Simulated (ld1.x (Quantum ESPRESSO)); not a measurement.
**Re: one change to a TM potential, before and after**

* Element: rhenium (Re)
* Generator: ld1.x (Quantum ESPRESSO) 7.5
* Type: norm-conserving Troullier–Martins (Kleinman–Bylander form)
* Functional: revPBE
* Relativity: non-relativistic
* Frozen core: [Xe] 4f14
* Valence charge: 7
* Reference configuration: 5d5 6s0.5 6p0 (charge +1.5)
* Partial waves: 6p (bound, empty): rc 2.90 bohr; 5d (bound): rc 2.50 bohr; 6s (bound): rc 2.30 bohr
* Local potential: the s channel
* Core correction: none

All-electron outer shells of the reference configuration (revPBE, non-relativistic, ld1.x):

| shell | level (eV) | outermost node (bohr) | outermost maximum (bohr) |
| --- | --- | --- | --- |
| 5p | -55.51 | 0.58 | 1.10 |
| 5d | -17.87 | 0.62 | 1.39 |
| 6s | -14.16 | 1.36 | 2.67 |
| 6p | -9.64 | 1.52 | 3.26 |

Change: all radii scaled by about 1.15 (s 2.64, p 3.32, d 2.86 bohr).

Cutoffs: the cutoffs (Ry, on a coarse ladder) from which the occupation-weighted sum of valence levels, in a spherical-Bessel basis at the reference potential, stays within 10 and 1 mRy of its value at 400 Ry; they do not see the model core or the augmentation charge, which bear on the density cutoff. Errors are all-electron minus pseudo energies relative to the spin-unpolarised reference configuration.

Problem. How do hardness, ghosts and transferability respond?

Solution. The potential gets softer (30 Ry and 35 Ry → 25 Ry and 30 Ry); of the 7 tests that both files solve, the error grows in 1 and shrinks in 2 by more than 15 % and 0.3 meV (median size 19.6 → 25.0 meV); neither file shows a bound ghost. A larger radius leaves more room for a smooth pseudo-wave, so fewer plane waves are needed.

| quantity | base | changed |
| --- | --- | --- |
| cutoff, loose | 30 Ry | 25 Ry |
| cutoff, tight | 35 Ry | 30 Ry |
| loose cutoff by channel (10 mRy a level) | d 25 Ry, s 10 Ry | d 21 Ry, s 6 Ry |
| bound ghosts | none | none |
| error for 5d5 6s2 6p0, meV [ΔE -14.05 eV] | +66 | +60 |
| error for 5d5 6s1 6p0, meV [ΔE -6.26 eV] | +12 | +11 |
| error for 5d5 6s0 6p0, meV [ΔE 7.94 eV] | +20 | +18 |
| error for 5d6 6s1 6p0, meV [ΔE -15.41 eV] | -19 | -25 |
| error for 5d3 6s0 6p0, meV [ΔE 76.07 eV] | -279 | -145 |
| error for 5d4 6s2 6p0, meV [ΔE -2.52 eV] | -19 | -15 |
| error for 5d5 6s0 6p2, meV [ΔE -6.90 eV] | +30 | +31 |
